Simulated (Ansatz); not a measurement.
Input for Ansatz (an electronic-structure program): U-CCSD(T)/cc-pV(T+d)Z on BCl2H (SMILES ClBCl), a point of a bond scan (R = 3.781 Å). Files ending in .json are basis or fitting sets from the Basis Set Exchange.

Ansatz 0.2 input:
```yaml
crystal:
  periodic: [false, false, false]
  atoms:
    - {symbol: B, position_ang: [-0.49962006, -0.31561335, -0.37757090]}
    - {symbol: H, position_ang: [-3.19351724, -2.01736631, -2.41339221]}
    - {symbol: Cl, position_ang: [-0.35825051, 1.42024989, -0.41873399]}
    - {symbol: Cl, position_ang: [0.58410718, -1.27757472, 0.58941750]}
basis:
  gaussian:
    orbitals: cc-pV_T+d_Z.json
correlation: {method: ccsd_t, electrons: outside_noble_gas}
scf: {omitted_lower_state_checks: [cluster_reference]}
magnetization: {spin_polarized: true, initial_magnetization: 0}
```

The head of its log:

```
WARN ansatz: RAYON_NUM_THREADS=1 ignored (pool sized by the plan → 1); use --threads N
Functional definition: HF
these checks for a lower state are left out or cut short: cluster_reference
integrals: 0.31 GiB planned
726 factors; integrals over basis functions are off by at most 7.1e-4 eV
mean field: 0.36 GiB planned
mean field evaluation 1: about -25686.6666 eV, gradient 1.7e1 eV
mean field evaluation 2: about -25686.6687 eV, gradient 1.7e1 eV
mean field evaluation 4: about -25690.4256 eV, gradient 2.0e0 eV
mean field evaluation 8: about -25690.4923 eV, gradient 1.1e-1 eV
mean field evaluation 16: about -25690.4924 eV, gradient 3.9e-5 eV
mean field evaluation 32: about -25694.3788 eV, gradient 2.4e-1 eV
mean field evaluation 64: about -25690.4924 eV, gradient 1.2e-4 eV
mean field -25694.38496580 eV, -944.2512312133 hartree, gradient 5.2e-6 eV, S^2 1.000816; 4 other end points of the search recorded, 0 dependent functions left out
11 core orbitals not correlated
reference -25694.38496580 eV, -944.2512312133 hartree; 9, 9 occupied and 102, 102 virtual orbitals, 726 factors
```

**Question.** What total energy does the run end on?

**Answer.** -944.7558 hartree (reference determinant -944.2512, T1 diagnostic 0.015). Its determinant has ⟨S²⟩ = 1.00, a mixture of spin states.
